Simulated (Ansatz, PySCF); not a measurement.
Gas-phase reaction R1 + R2 → P1 + P2, each structure at its B3LYP-D3(BJ)/def2-TZVP stationary point, reached from a drawn start (curvature not checked).
R1: H atom, charge 0, multiplicity 2.
P1, H2 (SMILES [H][H]) (charge 0, multiplicity 1):
| atom | x (Å) | y (Å) | z (Å) |
|---|---|---|---|
| H | 0.0000 | 0.0000 | 0.3720 |
| H | 0.0000 | 0.0000 | -0.3720 |
R2: H2O (SMILES O), charge 0, multiplicity 1.
P2, OH (SMILES [OH]) (charge 0, multiplicity 2):
```xyz
2

O      0.00000     0.00000     0.48836
H      0.00000     0.00000    -0.48836
```

P less R. No zero-point or thermal terms; singlets are restricted closed shells; open shells are unrestricted; no spin–orbit coupling.

Frozen-core correlation throughout. CBS(a, b) extrapolates the correlation energy as X⁻³ and adds the Hartree–Fock energy of set b.

Programs: Ansatz (a program for electronic structure) with Gaussian orbitals; PySCF for M06-2X. All values are computed, each at the level named.

**Question.** Predict the reaction energy from M06-2X/def2-TZVPPD.

**Answer.** 16.1 kcal/mol

**Question.** What is the computed reaction energy (CCSD(T)/CBS(aug-cc-pVTZ, aug-cc-pVQZ))?

**Answer.** 16.3 kcal/mol

**Question.** Estimate the reaction energy that SCS-MP2/aug-cc-pVDZ returns for this input.

**Answer.** 19.1 kcal/mol
